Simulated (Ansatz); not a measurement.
The same path of CH4BFO + H2S (11 atoms, charge 0, multiplicity 1) was run twice with different band settings. Lost on the way: B1–O2, S9–H11. Made: B1–S9, O2–H11.

The calculation used RHF/6-31G* (Ansatz 0.2.0).

Relaxed end points:

```xyz
11
Properties=species:S:1:pos:R:3
B 0.072 -0.548 -0.258
O 0.072 -0.022 0.981
H -0.799 0.096 1.341
C 1.399 -0.801 -1.063
H 1.445 -1.828 -1.416
H 1.426 -0.169 -1.948
H 2.284 -0.597 -0.473
F -1.105 -0.851 -0.804
S -0.258 3.170 2.053
H -0.116 4.083 3.006
H 0.835 2.496 2.375
```

```xyz
11
Properties=species:S:1:pos:R:3
B -0.007 0.785 -0.214
O 0.083 -0.482 2.168
H -0.740 -0.941 2.063
C 1.308 0.108 -0.743
H 1.241 -0.971 -0.658
H 1.438 0.347 -1.798
H 2.199 0.438 -0.222
F -1.174 0.170 -0.344
S -0.141 2.512 0.400
H 1.147 2.827 0.382
H -0.099 0.235 2.761
```

Common settings: movable images 9; climbing image yes; optimiser quadratic models (default); start path through a guess of the saddle point; force threshold 0.05 eV/Å; iteration limit 60; end points relaxed.

| run | spring |
| --- | --- |
| 1 | 5.0 eV/Å² |
| 2 | 2.0 to 10.0 eV/Å², energy-weighted |

(1) What does each run give, and how far can it be trusted?

Results:

(1) Run 1: converged after 33 iterations, highest image 2.268 eV above the first end. Neighbouring images differ by up to 2.0 eV, so the band resolves the path poorly. A vibrational analysis at the climbing image gives one clearly imaginary mode, 1671i cm⁻¹: a first-order saddle point.
Run 2: converged after 17 iterations, highest image 2.267 eV above the first end. Another band between the same ends (9 images) ends at a top of the same energy, where a vibrational analysis finds 1 clearly imaginary mode.
The orbitals stay closed-shell, which can raise the energy where a bond breaks towards radicals; this wasn't checked here.
